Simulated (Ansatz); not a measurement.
# Scan of the F1–Ga2 bond length

GaClF (SMILES [F][Ga][Cl]), doublet, at its PBE0-D4/def2-TZVP minimum:

```json
{"atom": "F1", "x (Å)": "-1.4211", "y (Å)": "0.2959", "z (Å)": "-0.7548"}
{"atom": "Ga2", "x (Å)": "0.0664", "y (Å)": "0.6496", "z (Å)": "0.1122"}
{"atom": "Cl3", "x (Å)": "1.3439", "y (Å)": "-1.0103", "z (Å)": "0.6293"}
```

The bond length F1–Ga2 (1.758 Å at the minimum) is set to the values below, the two halves moving rigidly along the bond. Each method's energies count from its own value at the PBE0-D4 minimum structure. Computed with Ansatz 0.2.0 (basis: def2-TZVPP); correlated methods freeze the cores; orbitals are unrestricted. Filled d shells of the heavier atoms are correlated. The def2 sets are not built for correlating such inner shells, so the correlated values are less sure here. B3LYP uses VWN-RPA correlation.

CCSD(T) energies along the scan:
| bond length (Å) | CCSD(T) (eV) |
| --- | --- |
| 1.582 | 0.514 |
| 1.617 | 0.303 |
| 1.669 | 0.104 |
| 1.729 | 0.007 |
| 1.796 | 0.021 |
| 1.868 | 0.136 |
| 1.945 | 0.334 |
| 2.025 | 0.590 |
| 2.109 | 0.888 |
They count from the CCSD(T) energy at the PBE0-D4 minimum.

Minimum and curvature along this coordinate at CCSD(T): A fifth-order fit through the nearest points gives 1.753 Å, with a curvature of about 25 eV/Å².

Question: Treat the two halves as rigid bodies and work out the harmonic wavenumber of this stretch from that curvature (ν̃ = 521.5 √(k/μ) cm⁻¹ with k in eV/Å² and μ in u).

Answer: The halves weigh 19.00 and 105.18 u, so μ = 19.00 × 105.18/124.18 = 16.093 u and ν̃ = 521.5 √(25/16.093) ≈ 650 cm⁻¹. A true normal mode mixes in other motions, so this is a guide only.

Largest difference from the CCSD(T) curve over the scan: PBE-D4 0.279; PBE0-D4 0.084; B3LYP-D4 0.192; wB97M-V 0.075 eV. Each curve counts from its own value at the minimum.

No T1 diagnostic of these runs exceeds 0.019. ⟨S²⟩ of the unrestricted Hartree–Fock references: 0.76 (a pure state has 0.75).

For scale, one of the runs: CCSD(T)/def2-TZVPP, 121 basis functions (an equivalent command: `ansatz run in.yaml --threads 4`). Hardware: 4 CPU threads, shared host. Wall time 6.5 s; peak host memory 0.82 GiB.
